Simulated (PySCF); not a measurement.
Al(H)(Me)2(py), C₇H₁₂AlN, singlet, GFN2-xTB optimised geometry.

```
21

Al    -0.26     0.48     0.00
H     -0.93     1.90     0.00
C      1.75     0.48     0.00
H      2.23    -0.38    -0.48
H      2.15     0.51     1.02
H      2.17     1.37    -0.50
C     -1.32    -0.98     0.87
H     -2.23    -1.28     0.34
H     -1.67    -0.62     1.85
H     -0.77    -1.90     1.08
C     -0.46    -0.33    -4.69
C     -0.50     0.96    -4.19
C     -0.51     1.14    -2.82
N     -0.48     0.12    -1.98
C     -0.43    -1.12    -2.45
C     -0.42    -1.40    -3.80
H     -0.46    -0.51    -5.76
H     -0.53     1.81    -4.86
H     -0.54     2.11    -2.36
H     -0.40    -1.89    -1.69
H     -0.38    -2.42    -4.15
```

Density from B3LYP/def2-SVP in PySCF at that geometry.

Minimum of the electron density along straight lines between bonded atoms, close to the bond critical point (lines longer than 1.1 times the sum of covalent radii, or with two minima, are not listed):

```json
[
 {"bond": "Al1–H2", "length / Å": "1.570", "ρ at the minimum / e bohr⁻³": "0.079", "∇²ρ there / e bohr⁻⁵": "0.29", "position (fraction from the first atom)": "0.50"},
 {"bond": "Al1–C3", "length / Å": "2.010", "ρ at the minimum / e bohr⁻³": "0.075", "∇²ρ there / e bohr⁻⁵": "0.30", "position (fraction from the first atom)": "0.40"},
 {"bond": "C3–H4", "length / Å": "1.097", "ρ at the minimum / e bohr⁻³": "0.262", "∇²ρ there / e bohr⁻⁵": "-0.88", "position (fraction from the first atom)": "0.61"},
 {"bond": "C3–H5", "length / Å": "1.096", "ρ at the minimum / e bohr⁻³": "0.264", "∇²ρ there / e bohr⁻⁵": "-0.90", "position (fraction from the first atom)": "0.62"},
 {"bond": "C3–H6", "length / Å": "1.097", "ρ at the minimum / e bohr⁻³": "0.263", "∇²ρ there / e bohr⁻⁵": "-0.88", "position (fraction from the first atom)": "0.61"},
 {"bond": "Al1–C7", "length / Å": "2.005", "ρ at the minimum / e bohr⁻³": "0.075", "∇²ρ there / e bohr⁻⁵": "0.31", "position (fraction from the first atom)": "0.40"},
 {"bond": "C7–H8", "length / Å": "1.097", "ρ at the minimum / e bohr⁻³": "0.262", "∇²ρ there / e bohr⁻⁵": "-0.88", "position (fraction from the first atom)": "0.61"},
 {"bond": "C7–H9", "length / Å": "1.097", "ρ at the minimum / e bohr⁻³": "0.263", "∇²ρ there / e bohr⁻⁵": "-0.89", "position (fraction from the first atom)": "0.62"},
 {"bond": "C7–H10", "length / Å": "1.097", "ρ at the minimum / e bohr⁻³": "0.263", "∇²ρ there / e bohr⁻⁵": "-0.88", "position (fraction from the first atom)": "0.61"},
 {"bond": "C11–C12", "length / Å": "1.387", "ρ at the minimum / e bohr⁻³": "0.314", "∇²ρ there / e bohr⁻⁵": "-0.81", "position (fraction from the first atom)": "0.50"},
 {"bond": "C12–C13", "length / Å": "1.383", "ρ at the minimum / e bohr⁻³": "0.318", "∇²ρ there / e bohr⁻⁵": "-0.84", "position (fraction from the first atom)": "0.49"},
 {"bond": "Al1–N14", "length / Å": "2.022", "ρ at the minimum / e bohr⁻³": "0.052", "∇²ρ there / e bohr⁻⁵": "0.32", "position (fraction from the first atom)": "0.41"},
 {"bond": "C13–N14", "length / Å": "1.323", "ρ at the minimum / e bohr⁻³": "0.346", "∇²ρ there / e bohr⁻⁵": "-0.84", "position (fraction from the first atom)": "0.34"},
 {"bond": "N14–C15", "length / Å": "1.324", "ρ at the minimum / e bohr⁻³": "0.346", "∇²ρ there / e bohr⁻⁵": "-0.85", "position (fraction from the first atom)": "0.66"},
 {"bond": "C11–C16", "length / Å": "1.388", "ρ at the minimum / e bohr⁻³": "0.313", "∇²ρ there / e bohr⁻⁵": "-0.81", "position (fraction from the first atom)": "0.50"},
 {"bond": "C15–C16", "length / Å": "1.383", "ρ at the minimum / e bohr⁻³": "0.318", "∇²ρ there / e bohr⁻⁵": "-0.84", "position (fraction from the first atom)": "0.51"},
 {"bond": "C11–H17", "length / Å": "1.080", "ρ at the minimum / e bohr⁻³": "0.287", "∇²ρ there / e bohr⁻⁵": "-1.12", "position (fraction from the first atom)": "0.64"},
 {"bond": "C12–H18", "length / Å": "1.078", "ρ at the minimum / e bohr⁻³": "0.286", "∇²ρ there / e bohr⁻⁵": "-1.11", "position (fraction from the first atom)": "0.64"},
 {"bond": "C13–H19", "length / Å": "1.082", "ρ at the minimum / e bohr⁻³": "0.291", "∇²ρ there / e bohr⁻⁵": "-1.19", "position (fraction from the first atom)": "0.66"},
 {"bond": "C15–H20", "length / Å": "1.081", "ρ at the minimum / e bohr⁻³": "0.291", "∇²ρ there / e bohr⁻⁵": "-1.17", "position (fraction from the first atom)": "0.65"},
 {"bond": "C16–H21", "length / Å": "1.079", "ρ at the minimum / e bohr⁻³": "0.286", "∇²ρ there / e bohr⁻⁵": "-1.11", "position (fraction from the first atom)": "0.64"}
]
```
